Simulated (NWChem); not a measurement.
C4H5NO; SMILES Nc1ccco1

```xyz
11

N     -0.0357    -2.0281    -0.0722
C      0.0953    -0.6595    -0.0069
C      1.1738     0.1856     0.0127
C      0.6191     1.5082    -0.0054
C     -0.7306     1.3639    -0.0281
O     -1.0523     0.0368    -0.0306
H      0.7807    -2.5345     0.2459
H     -0.8893    -2.3775     0.3498
H      2.2230    -0.0978     0.0322
H      1.1667     2.4486     0.0043
H     -1.5667     2.0563    -0.0380
```
Atoms are numbered in this order, from 1.

Computed with NWChem. Pople sets run with spherical d functions. The geometry was optimised at PBE0/def2-SVP. GIAO values for the isolated, static molecule; σ is the absolute isotropic shielding.

```
level           basis functions  σ N1 (ppm)  σ C2 (ppm)  σ C4 (ppm)  σ O6 (ppm)  σ H9 (ppm)  σ H10 (ppm)  σ H11 (ppm)
--------------  ---------------  ----------  ----------  ----------  ----------  ----------  -----------  -----------
B3LYP/6-31G*                 94       208.2        47.7        83.9        88.8       27.45        26.27        25.67
B3LYP/6-311G**              138         ___         ___         ___         ___       26.78        25.62        25.09
B3LYP/def2-SVP              109       210.2        41.4        80.4        80.5       26.68        25.48        25.12
B3LYP/IGLO-II               162       198.6        22.2        64.6        57.4       26.76        25.68        25.22
```

### Question
What belongs in the gaps?

### Answer

- B3LYP/6-311G**, σ N1 (ppm): 201.8
- B3LYP/6-311G**, σ C2 (ppm): 23.6
- B3LYP/6-311G**, σ C4 (ppm): 66.3
- B3LYP/6-311G**, σ O6 (ppm): 58.5
